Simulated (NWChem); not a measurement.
Program: NWChem. System: selenium dioxide (O2Se), charge 0, spin multiplicity 1, at a geometry optimised with PBE0/def2-SVP. Level: MP2/def2-SVP, 11 core orbitals frozen.

Job file:

```
start mol
memory heap 200 mb stack 900 mb global 1100 mb
geometry units angstroms nocenter noautoz
  O      1.352331     0.000000    -0.585188
  Se     0.000000     0.000000     0.275383
  O     -1.352331     0.000000    -0.585188
  symmetry group C2v
end
basis spherical
  * library def2-svp
end
scf
  rhf
  nopen 0
  maxiter 100
  thresh 1e-7
  semidirect memsize 60000000 filesize 0
end
mp2
  freeze core 11
end
task mp2 energy
```

NWChem printed:

```
             Northwest Computational Chemistry Package (NWChem) 7.3.0
             --------------------------------------------------------

                                NWChem Input Module
                                -------------------

 Scaling coordinates for geometry "geometry" by  1.889725989
 (inverse scale =  0.529177249)

 Turning off AUTOSYM since
 SYMMETRY directive was detected!

                             Geometry "geometry" -> ""
                             -------------------------

 Output coordinates in angstroms (scale by  1.889725989 to convert to a.u.)

  No.       Tag          Charge          X              Y              Z
 ---- ---------------- ---------- -------------- -------------- --------------
    1 O                    8.0000     1.35233100     0.00000000    -0.58518800
    2 Se                  34.0000     0.00000000     0.00000000     0.27538300
    3 O                    8.0000    -1.35233100     0.00000000    -0.58518800

 Effective nuclear repulsion energy (a.u.)     192.1133326348

            Nuclear Dipole moment (a.u.)
            ----------------------------
        X                 Y               Z
 ---------------- ---------------- ----------------
     0.0000000000     0.0000000000     0.0000264562

      Symmetry information
      --------------------

 Group name             C2v
 Group number             16
 Group order               4
 No. of unique centers     2

      Symmetry unique atoms

     1    2


 Summary of "ao basis" -> "" (spherical)
 ------------------------------------------------------------------------------
       Tag                 Description            Shells   Functions and Types
 ---------------- ------------------------------  ------  ---------------------
 *                          def2-svp                  on all atoms

 Summary of "ao basis" -> "ao basis" (spherical)
 ------------------------------------------------------------------------------
       Tag                 Description            Shells   Functions and Types
 ---------------- ------------------------------  ------  ---------------------
 O                          def2-svp                 6       14   3s2p1d
 Se                         def2-svp                12       32   5s4p3d

                                 NWChem SCF Module
                                 -----------------

  ao basis        = "ao basis"
  functions       =    60
  atoms           =     3
  closed shells   =    25
  open shells     =     0
  charge          =   0.00
  wavefunction    = RHF
  use symmetry    = T
  symmetry adapt  = T

 Summary of "ao basis" -> "ao basis" (spherical)
 ------------------------------------------------------------------------------
       Tag                 Description            Shells   Functions and Types
 ---------------- ------------------------------  ------  ---------------------
 O                          def2-svp                 6       14   3s2p1d
 Se                         def2-svp                12       32   5s4p3d

      Symmetry analysis of basis
      --------------------------

        a1         25
        a2          7
        b1         17
        b2         11

 Forming initial guess at       0.1s

      Superposition of Atomic Density Guess
      -------------------------------------

 Sum of atomic energies:       -2548.89409298

      Non-variational initial energy
      ------------------------------

 Total energy =   -2549.372503
 1-e energy   =   -3932.570890
[...]
  ----- ------------  ---------------      ----- ------------  ---------------
    30      0.631483  2 Se py                27      0.407837  2 Se py
     8     -0.336666  1 O  py                54     -0.336666  3 O  py
     5     -0.301392  1 O  py                51     -0.301392  3 O  py
    24     -0.253632  2 Se py

 Vector   27  Occ=0.000000D+00  E= 1.746653D-01  Symmetry=b1
              MO Center=  2.0D-15, -1.3D-16,  5.7D-01, r^2= 2.6D+00
   Bfn.  Coefficient  Atom+Function         Bfn.  Coefficient  Atom+Function
  ----- ------------  ---------------      ----- ------------  ---------------
    29      1.447039  2 Se px                 3     -0.686608  1 O  s
    49      0.686608  3 O  s                  9     -0.358966  1 O  pz
    55      0.358966  3 O  pz                26      0.241885  2 Se px
     6     -0.209331  1 O  pz                52      0.209331  3 O  pz
     7      0.205805  1 O  px                53      0.205805  3 O  px

 Vector   28  Occ=0.000000D+00  E= 1.815249D-01  Symmetry=a1
              MO Center= -2.9D-15, -3.8D-15, -1.9D-01, r^2= 2.4D+00
   Bfn.  Coefficient  Atom+Function         Bfn.  Coefficient  Atom+Function
  ----- ------------  ---------------      ----- ------------  ---------------
    19      1.065082  2 Se s                 31     -1.051638  2 Se pz
     3     -0.602556  1 O  s                 49     -0.602556  3 O  s
     7      0.445504  1 O  px                53     -0.445504  3 O  px
     4      0.262158  1 O  px                50     -0.262158  3 O  px
    28     -0.233454  2 Se pz                17     -0.174184  2 Se s

 center of mass
 --------------
 x =   0.00000000 y =   0.00000000 z =   0.05133237

 moments of inertia (a.u.)
 ------------------
          60.200106494952           0.000000000000           0.000000000000
           0.000000000000         269.117921589723           0.000000000000
           0.000000000000           0.000000000000         208.917815094772

  Mulliken analysis of the total density
  --------------------------------------

    Atom       Charge   Shell Charges
 -----------   ------   -------------------------------------------------------
    1 O    8     8.61   1.99  1.10  0.81  2.71  1.98  0.02
    2 Se  34    32.78   2.00  2.00  2.00  1.39  0.40  6.00  5.98  1.63  0.96  8.23  1.76  0.43
    3 O    8     8.61   1.99  1.10  0.81  2.71  1.98  0.02

       Multipole analysis of the density wrt the origin
       ------------------------------------------------

     L   x y z        total         open         nuclear
     -   - - -        -----         ----         -------
     0   0 0 0     -0.000000      0.000000     50.000000

     1   1 0 0     -0.000000      0.000000      0.000000
     1   0 1 0      0.000000      0.000000      0.000000
     1   0 0 1      1.355513      0.000000      0.000026

     2   2 0 0    -26.430569      0.000000    104.492149
     2   1 1 0      0.000000      0.000000      0.000000
     2   1 0 1     -0.000000      0.000000      0.000000
     2   0 2 0    -18.747247      0.000000      0.000000
     2   0 1 1      0.000000      0.000000      0.000000
     2   0 0 2    -21.365535      0.000000     28.773983

                   NWChem MP2 Semi-direct Energy/Gradient Module
                   ---------------------------------------------

  Basis functions       =     60
  Molecular orbitals    =     60
  Frozen core           =     11
  Frozen virtuals       =      0
  Active alpha occupied =     14
  Active beta occupied  =     14
  Active alpha virtual  =     35
  Active beta virtual   =     35
  Use MO symmetry       = T
  Use skeleton AO sym   = T

  AO/Fock/Back tols     =   1.0D-09  1.0D-09  1.0D-09

 GA uses MA = F    GA memory limited = T

 Available:
  local mem=  1.26D+08
 global mem=  1.44D+08
 local disk=  0.00D+00
  mp2_memr nvloc                    35
  nvloc new                    35
   1 passes of  14:        3145728                      19839                   3010027.
   1 passes of  14: M    126152883           G      144172000           F     123007155.

 Semi-direct pass number   1 of   1  for RHF alpha+beta  at        0.8s
  vrange nnbf                  1803
  mp2_eaftype                    11  avail_ma_in_mb                  1099
 EAF : mp2_eaftype filesize          11    1505013.
  mp2_eaf for mointskh                     11
Node 0 wrote      7.1 Mb in      0.0 s     Agg I/O rate:  1833.1 Mb/s
 Done moints_semi at        2.4s
  mp2_eaftype                    11  avail_ma_in_mb                  1088
 EAF : mp2_eaftype filesize          11    1505013.
  mp2_eaf for kh                    11
 Done maket at        2.5s
 Done multipass loop at        2.5s

          -------------------------------------------
          SCF energy               -2549.014665630982
          Correlation energy          -0.647990031947
          Singlet pairs               -0.358715870709
          Triplet pairs               -0.289274161237
          Total MP2 energy         -2549.662655662929
          -------------------------------------------

          ---------------------------------------------------
                    Spin Component Scaled (SCS) MP2
          Same spin pairs                     -0.192849440825
          Same spin scaling factor             0.333333333333
          Opposite spin pairs                 -0.455140591122
          Opposite spin scaling fact.          1.200000000000
          SCS-MP2 correlation energy          -0.610451856288
          Total SCS-MP2 energy             -2549.625117487270
          ---------------------------------------------------

 -----------------------
 Performance information
 -----------------------

 Timer overhead =  2.33D-07 seconds/call

               Nr. of calls         CPU time (s)                 Wall time (s)                GFlops
             ---------------    -------------------     ------------------------------   -------------------
Name         Min   Avg   Max    Min     Avg     Max     Min     Avg     Max   Mx/calls   Min     Max     Sum
mp2: moin     1     1     1    1.6     1.6     1.6      1.6     1.6     1.6     1.6      0.0     0.0     0.0
mp2: make     1     1     1   6.30E-2 6.30E-2 6.30E-2  6.30E-2 6.30E-2 6.30E-2 6.30E-2   0.0     0.0     0.0
mp2: tota     1     1     1    1.7     1.7     1.7      1.7     1.7     1.7     1.7      0.0     0.0     0.0

 The average no. of pstat calls per process was 3.00D+00
 with a timing overhead of 6.99D-07s

 Task  times  cpu:        2.5s     wall:        2.5s

 Total times  cpu:        2.5s     wall:        2.5s
```
